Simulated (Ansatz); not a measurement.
Computed with Ansatz on PBE0-D4/def2-TZVP structures; ΔE is electronic, products minus reactants. CCSD(T)/CBS is the MP2 limit (def2-TZVPP, def2-QZVPP) plus CCSD(T) − MP2 in def2-TZVPP, frozen cores. This one scheme is used for every species. DFT in def2-TZVPP. B3LYP here is the variant with VWN-RPA as its local correlation; programs differ in this. Elements past krypton have def2 core potentials. For Cd outer-core shells are correlated without core-valence functions, which leaves a few kJ/mol of doubt a bond. Each species was taken in one conformer, which may not be the lowest.

Consider the ligand exchange at the Si–C bond: `N=C[SiH3]` + `[OH][Cd][Cl]` → `[SiH3][O][Cd][Cl]` + `C=N`.

`N=C[SiH3]`:

```xyz
8

N     0.864   -0.338    1.439
C    -0.078   -0.501    0.604
Si   -0.146    0.569   -0.951
H     0.779   -0.980    2.231
H    -0.867   -1.255    0.755
H    -1.436    1.312   -0.969
H    -0.114   -0.315   -2.147
H     0.998    1.508   -0.963
```

`[OH][Cd][Cl]`:

```xyz
4

O     0.714   -0.986   -0.812
Cd   -0.038    0.343    0.417
Cl   -0.781    1.872    1.909
H     0.105   -1.229   -1.514
```

`[SiH3][O][Cd][Cl]`:

Cartesian coordinates in Å:
```
Si -0.031 -0.314 1.221
O 0.610 0.512 -0.025
Cd 0.237 0.654 -1.937
Cl -0.108 0.890 -4.153
H 0.028 -1.789 0.998
H 0.730 0.009 2.457
H -1.466 0.038 1.440
```

`C=N`:

```xyz
5

C    -0.119    0.256   -0.270
N     0.673   -0.620    0.171
H    -1.010    0.617    0.256
H     0.080    0.701   -1.247
H     0.375   -0.953    1.089
```

Task: Is it downhill or uphill in electronic energy at CCSD(T)/CBS, and by how much? (An estimate is asked.)

Result: The calculation gave: Downhill: ΔE = -1.24 eV.

Task: What do these levels give: LDA (SPW92), B3LYP-D4, BHLYP-D4, revPBE, B3LYP, r2SCANh, BHLYP, HF/def2-TZVPP, MP2/def2-TZVPP, CCSD/def2-TZVPP, HF/CBS(def2), MP2/CBS(def2)? (Estimate.)

Result: Ansatz gave: LDA (SPW92) -1.03, B3LYP-D4 -1.23, BHLYP-D4 -1.37, revPBE -1.04, B3LYP -1.22, r2SCANh -1.23, BHLYP -1.35, HF/def2-TZVPP -1.52, MP2/def2-TZVPP -1.31, CCSD/def2-TZVPP -1.32, HF/CBS(def2) -1.52, MP2/CBS(def2) -1.26 eV.

Largest T1 diagnostic among the species: 0.015.

From PBE to PBE0 (25 % exact exchange), in def2-TZVPP and without D4, ΔE moves by −0.11 eV. At CCSD(T), def2-SVP lies −0.07 eV from the extrapolated value and def2-TZVPP −0.05 eV.
